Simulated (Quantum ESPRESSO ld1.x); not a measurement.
ld1.x (Quantum ESPRESSO 7.5) input

```
 &input
    zed=41.0,
    iswitch=1,
    rel=2,
    dft='REVPBE',
    config='[Kr] 4d2',
    cau_fact=171.295,
    rel_dist='average',
    verbosity='high',
    lsmall=.true.,
    prefix='ld1',
    max_out_wfc=37,
    file_charge='ld1.rho',
 /
```

Command: `OMP_NUM_THREADS=1 ld1.x < ld1.in > ld1.out`

Output (excerpt):

```
     Program LD1 v.7.5 starts

     --------------------------- All-electron run ----------------------------

     dirac relativistic calculation

     atomic number is 41.00
     dft =REVPBE   lsd =0 sic =0 latt =0  beta=0.20 tr2=1.0E-14
     Exchange-correlation= REVPBE
                           (   1   4   4   4   0   0   0)
     mesh =2041 r(mesh) = 100.12585 a.u. xmin = -8.00 dx = 0.00800
     1 Ry =  13.60569312 eV, c = 171.29500000

     n l j   nl                  e(Ry)          e(Ha)          e(eV)
     Spin orbit split results
     1 0 0.5 1S 1( 2.00)   -1372.140420773    -686.070210386 -18668.9214867
     2 0 0.5 2S 1( 2.00)    -192.759580278     -96.379790139  -2622.6276958
     2 1 0.5 2P 1( 2.00)    -177.142340153     -88.571170076  -2410.1443192
     2 1 1.5 2P 1( 4.00)    -172.725579066     -86.362789533  -2350.0512233
     3 0 0.5 3S 1( 2.00)     -34.042708936     -17.021354468   -463.1746509
     3 1 0.5 3P 1( 2.00)     -28.144421322     -14.072210661   -382.9243596
     3 1 1.5 3P 1( 4.00)     -27.430509051     -13.715254526   -373.2110884
     4 0 0.5 4S 1( 2.00)      -6.451860826      -3.225930413    -87.7820385
     4 1 0.5 4P 1( 2.00)      -4.801769958      -2.400884979    -65.3314085
     4 1 1.5 4P 1( 4.00)      -4.701070939      -2.350535470    -63.9613286
     3 2 1.5 3D 1( 4.00)     -16.893775206      -8.446887603   -229.8515211
     3 2 2.5 3D 1( 6.00)     -16.757502570      -8.378751285   -227.9974375
     4 2 1.5 4D 1( 0.80)      -2.260808371      -1.130404186    -30.7598649
     4 2 2.5 4D 1( 1.20)      -2.249707110      -1.124853555    -30.6088245
     Averaged results
     1 0     1S 1( 2.00)   -1372.140420773    -686.070210386 -18668.9214867
     2 0     2S 1( 2.00)    -192.759580278     -96.379790139  -2622.6276958
     2 1     2P 1( 6.00)    -174.197832762     -87.098916381  -2370.0822552
     3 0     3S 1( 2.00)     -34.042708936     -17.021354468   -463.1746509
     3 1     3P 1( 6.00)     -27.668479808     -13.834239904   -376.4488454
     4 0     4S 1( 2.00)      -6.451860826      -3.225930413    -87.7820385
     4 1     4P 1( 6.00)      -4.734637279      -2.367318639    -64.4180219
     3 2     3D 1(10.00)     -16.812011624      -8.406005812   -228.7390709
     4 2     4D 1( 2.00)      -2.254147614      -1.127073807    -30.6692407

     final scf error:  2.9E-15 reached in  24 iterations

     Etot =   -7589.084454 Ry,   -3794.542227 Ha, -103254.754168 eV

     Ekin =    7754.202757 Ry,    3877.101378 Ha,  105501.303122 eV
     Encl =  -18145.351382 Ry,   -9072.675691 Ha, -246880.082507 eV
     Eh   =    3036.779033 Ry,    1518.389517 Ha,   41317.483611 eV
     Exc  =    -234.714863 Ry,    -117.357431 Ha,   -3193.458395 eV
```

Run on one thread of a shared host, so times are rough (Intel(R) Xeon(R) Processor @ 2.60GHz): 0.63 s of CPU time, 0.66 s wall, 24 iterations on 2041 mesh points.
